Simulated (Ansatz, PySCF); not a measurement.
Reaction (SMILES): NC=O → [NH]C=O + H atom (the H-N bond at the site shown breaks; other sites are not compared here)
Structures are relaxed separately at B3LYP-D3(BJ)/def2-TZVP in Ansatz (an electronic-structure program), one conformer each, not searched for the lowest.

Quantity: bond dissociation energy (enthalpy at 298 K, with B3LYP-D3(BJ) rigid-rotor harmonic-oscillator terms from PySCF), in kcal/mol. Valence correlation only, unless marked. UHF or UKS for open shells. Spin-orbit coupling is left out. Non-relativistic. Basis-set limits of correlation are two-point, X^-3; Hartree-Fock from the larger set. The bracket is a focal-point correction in the basis named.

RI-MP2/CBS(aug-cc-pVTZ,aug-cc-pVQZ)+[CCSD(T)-MP2]/aug-cc-pVTZ (Ansatz) gives 115.7 kcal/mol.

Q: Another calculation gave 110.1 kcal/mol. Which level was it?
A. r2SCANh/def2-TZVPD (Ansatz)
B. SVWN5/def2-TZVPD (Ansatz)
C. PBE-QIDH/def2-TZVPD (Ansatz)
D. HF/def2-TZVPD (PySCF)

A: A, r2SCANh/def2-TZVPD (Ansatz). The others give 84.3 (HF), 112.9 (PBE-QIDH), 127.7 (SVWN5) kcal/mol.
